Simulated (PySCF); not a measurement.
SMILES C=C[CH2][AlH][CH2]C=C (C6H11Al) at its GFN2-xTB optimised geometry (Å):

```
18

Al    -0.3956     1.2752     0.0000
C     -1.5575    -0.3671     0.0000
C     -1.0278    -1.2974    -1.0393
C     -0.2827    -2.3656    -0.7972
H     -2.5926    -0.0844    -0.2396
H     -1.5754    -0.8766     0.9725
H     -1.2739    -1.0408    -2.0653
H     -0.0189    -2.6524     0.2074
H      0.0870    -2.9944    -1.5895
C      1.6161     1.2752     0.0000
C      2.0695     0.3054     1.0393
C      2.5109    -0.9199     0.7972
H      1.9832     2.2834     0.2397
H      2.0423     0.9955    -0.9725
H      2.0022     0.6545     2.0653
H      2.5926    -1.3010    -0.2074
H      2.8106    -1.5849     1.5895
H     -1.1084     2.6524     0.0000
```

Calculation: PySCF with B3LYP/def2-SVP. Cells within 0.4 Å of a nucleus heavier than hydrogen are left out (blank, or x).

Map of the Laplacian of the electron density (e/bohr⁵), clipped to [-1.50, 1.50] on the plane z = 0.0 Å:

```
|55555555555555555555555555555|
|55555555555555555555555555555|
|55555555555555555555555555555|
|55555555555555555555555555555|
|55555555555555555555555555555|
|55555555555555555555555555555|
|55555555554245555555555555555|
|55555555554034555554455555555|
|55555555554445555552355555555|
|55555555555599954532455555555|
|555555555558xx9643xx455555555|
|555555555557xx9643xx455555555|
|55555555554599855554555555555|
|55555555554445555555555555555|
|5555554235x345555555555555555|
|555555533xx455555555555555555|
|5555555557x555555555555555555|
|55555555555555555555413555555|
|55555555555555555555523555555|
|55555555555555555555555555555|
|55555555555555455555555555555|
|55555555555553145555555555555|
|55555555555554255555555555555|
|55555555555555555555555555555|
|55555555555555555555555555555|
|55555555555555555555555555555|
|55555555555555555555555555555|
|55555555555555555555555555555|
|55555555555555555555555555555|
```
Scale: ten equal steps from -1.50 (start of '0') to 1.50 (end of '9'), in the order '0123456789'; x runs from -5.00 to 5.00, y from -5.00 (bottom) to 5.00 (top).
